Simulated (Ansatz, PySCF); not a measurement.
Molecule: sum formula SiN3H6Cl (charge 0, singlet). 
Structure (B3LYP-D3(BJ)/def2-TZVP (Ansatz, a first-principles code) minimum search):
SMILES: N[Si](N)(N)Cl
```xyz
11

N     -0.9994    -1.1121    -1.0915
Si     0.0764    -0.0184    -0.3508
N     -0.1028     1.5337    -1.0298
N      1.6812    -0.5599    -0.5356
Cl    -0.3703     0.0886     1.7002
H     -1.9472    -1.2293    -0.7727
H     -0.6320    -1.9476    -1.5160
H     -0.7972     1.6777    -1.7443
H      0.0884     2.3723    -0.5066
H      2.1056    -1.2047     0.1108
H      2.3560     0.0515    -0.9648
```
Charge 0, spin multiplicity 1.

PBE beside other levels, property by property. Correlated levels leave the core frozen unless marked. Open shells are spin-unrestricted. Spin-orbit coupling is left out. Non-relativistic. CBS marks a two-point X^-3 extrapolation of the correlation energy; Hartree-Fock from the larger set. [CCSD(T)-MP2]/basis is that difference in the basis named. Rows marked 298 K are enthalpies with B3LYP-D3(BJ) harmonic zero-point and thermal terms from PySCF. Atomisation energies are electronic, to ground-state atoms; the column to compare with has the core term from cc-pwCVTZ added, other frozen-core levels have none. Vertical energies are electronic, to the SCF solution reached for that spin. The coupled-cluster column (Ansatz) is a level with limits of its own: (a) RI-MP2/CBS(aug-cc-pV(T+d)Z,aug-cc-pV(Q+d)Z)+[CCSD(T)-MP2]/aug-cc-pV(T+d)Z; (b) CCSD(T)/CBS(aug-cc-pV(T+d)Z,aug-cc-pV(Q+d)Z); (c) CCSD(T)/CBS(cc-pV(T+d)Z,cc-pV(Q+d)Z).

```csv
property,r2SCAN-D4/def2-TZVPD (Ansatz + dftd4),PBE0/def2-TZVPD (Ansatz),wB97X-V/def2-TZVPD (Ansatz),coupled cluster
"proton affinity at N, enthalpy at 298 K, to N[Si](N)([NH3+])Cl (kcal/mol)",216.8,217.1,216.7,215.9 (c)
atomisation energy (kcal/mol),930.0,927.1,942.4,942.4 (b)
vertical triplet-singlet gap (eV),5.95,6.17,6.64,6.41 (a)
"N-Si bond dissociation enthalpy, 298 K, to N[Si](N)Cl + [NH2] (NH2) (kcal/mol)",103.4,104.8,110.8,112.2 (b)
"Cl-Si bond dissociation enthalpy, 298 K, to N[Si](N)N + Cl atom (kcal/mol)",116.2,115.2,119.6,121.0 (b)
```

What does PBE/def2-TZVPD (Ansatz) give for each property, and on which side of coupled cluster does it fall?


- proton affinity at N, enthalpy at 298 K, to N[Si](N)([NH3+])Cl: PBE agrees within rounding with coupled cluster; PBE gives 215.8 kcal/mol.
- atomisation energy: PBE lies 3.8 kcal/mol above coupled cluster; PBE gives 946.2 kcal/mol.
- vertical triplet-singlet gap: PBE lies 0.90 eV below coupled cluster; PBE gives 5.51 eV.
- N-Si bond dissociation enthalpy, 298 K, to N[Si](N)Cl + [NH2] (NH2): PBE lies 9.2 kcal/mol below coupled cluster; PBE gives 103.0 kcal/mol.
- Cl-Si bond dissociation enthalpy, 298 K, to N[Si](N)N + Cl atom: PBE lies 7.7 kcal/mol below coupled cluster; PBE gives 113.3 kcal/mol.
